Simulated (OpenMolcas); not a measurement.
**Br³⁺: Slater's ratio, the spin-orbit constant, worked from levels**

```
Program             : OpenMolcas 26.06
Basis               : ANO-RCC-VQZP [7s6p4d2f1g]
Scalar Hamiltonian  : DKH2, point nucleus
Active space        : 2 electrons in 3 orbitals (4p)
State averaging     : 2S+1 = 3 even, 3 roots; 2S+1 = 1 even, 6 roots
Spin-orbit coupling : state interaction with AMFI integrals over the reference wave functions, term energies averaged over their components
```

Methods: CASSCF; SS-CASPT2, IPEA 0.25 Eh, imaginary shift 0.1 Eh (closed shells correlated: 3d 4s).

**Slater's ratio.** With one set of orbitals, p2 has 1D - 3P = 6 F2 and 1S - 1D = 9 F2 (F2 = F²/25), a ratio of 3/2. Term energies are centres of gravity, weighted by 2J + 1.

| Source | 1D - 3P | 1S - 3P | F2 from the first | Ratio |
| --- | --- | --- | --- | --- |
| CASSCF | 14978 | 36346 | 2496 | 1.427 |
| SS-CASPT2 | 12186 | 29966 | 2031 | 1.459 |

Energies in cm-1. A ratio away from 3/2 shows effects beyond one configuration with one set of orbitals, and in heavier atoms second-order spin-orbit shifts.

**The spin-orbit constant.** For the Hund term 3P of p2, E(J) = (A/2) J(J+1) + constant and ζ = 2S·A = 2A. From J = 0 to J = 2 the energy changes by 3 A.

```
   Source  E(2) - E(0)       A     ζ
   CASSCF       5082.6  1694.2  3388
SS-CASPT2       5073.5  1691.2  3382
```

All in cm-1. Both methods take the spin-orbit matrix elements from the reference wave functions, so the second can move ζ only through the term energies and any multistate remixing. Second-order mixing with other terms is absorbed into this ζ.

Term energies are means over components that CASPT2 splits; among the terms shown or strongly mixed into the levels shown the widest spread is 100 cm-1 (4s2 4p2 1D, SS-CASPT2). With the s shell closed, the reference lacks s² → p² mixing. Levels of configurations outside the active space are missing.
